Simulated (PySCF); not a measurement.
Co²⁺ (cobalt, charge +2): LDA calculation

Configuration: [Ar] 3d7, high-spin 4F determinant. Calculation: PySCF 2.14, in cc-pVTZ-DK (7s6p4d2f1g, 68 functions); the spin-free X2C one-electron Hamiltonian (Gaussian nucleus).

| Property | Result |
| --- | --- |
| Total energy | -1389.620 hartree |
| One-electron energy | -1907.512 hartree |
| Hartree (Coulomb) energy | 574.682 hartree |
| Exchange-correlation energy | -56.790 hartree |
| ⟨S²⟩ | 3.7514 |
| ⟨L²⟩ | 12.005 |
| Sum of ⟨r⟩ | 15.57 bohr |
| Sum of ⟨r²⟩ | 16.13 bohr² |
| Langevin diamagnetic susceptibility | -12.8 ×10⁻⁶ cm³/mol |
| Time after the integrals | 1.2 s of wall time on 1 thread of Neoverse-N1 (shared host) |

```json
{"shell": "1s α", "electrons": "1", "mean orbital energy (eV)": "-7588.5", "spread (eV)": "0", "rms radius, mean of both spins (bohr)": "0.0649"}
{"shell": "1s β", "electrons": "1", "mean orbital energy (eV)": "-7588.5", "spread (eV)": "0", "rms radius, mean of both spins (bohr)": "0.0649"}
{"shell": "2s α", "electrons": "1", "mean orbital energy (eV)": "-915.96", "spread (eV)": "0", "rms radius, mean of both spins (bohr)": "0.278"}
{"shell": "2s β", "electrons": "1", "mean orbital energy (eV)": "-914.31", "spread (eV)": "0", "rms radius, mean of both spins (bohr)": "0.278"}
{"shell": "2p α", "electrons": "3", "mean orbital energy (eV)": "-788.44", "spread (eV)": "0", "rms radius, mean of both spins (bohr)": "0.249"}
{"shell": "2p β", "electrons": "3", "mean orbital energy (eV)": "-787.15", "spread (eV)": "0", "rms radius, mean of both spins (bohr)": "0.249"}
{"shell": "3s α", "electrons": "1", "mean orbital energy (eV)": "-122.31", "spread (eV)": "0", "rms radius, mean of both spins (bohr)": "0.834"}
{"shell": "3s β", "electrons": "1", "mean orbital energy (eV)": "-118.99", "spread (eV)": "0", "rms radius, mean of both spins (bohr)": "0.834"}
{"shell": "3p α", "electrons": "3", "mean orbital energy (eV)": "-85.963", "spread (eV)": "0", "rms radius, mean of both spins (bohr)": "0.889"}
{"shell": "3p β", "electrons": "3", "mean orbital energy (eV)": "-82.720", "spread (eV)": "0", "rms radius, mean of both spins (bohr)": "0.889"}
{"shell": "3d α", "electrons": "5", "mean orbital energy (eV)": "-28.610", "spread (eV)": "0.985", "rms radius, mean of both spins (bohr)": "1.16"}
{"shell": "3d β", "electrons": "2", "mean orbital energy (eV)": "-25.975", "spread (eV)": "0", "rms radius, mean of both spins (bohr)": "1.16"}
```

Densities and radii are taken from the X2C orbitals without a picture-change correction, which distorts them close to the nucleus.
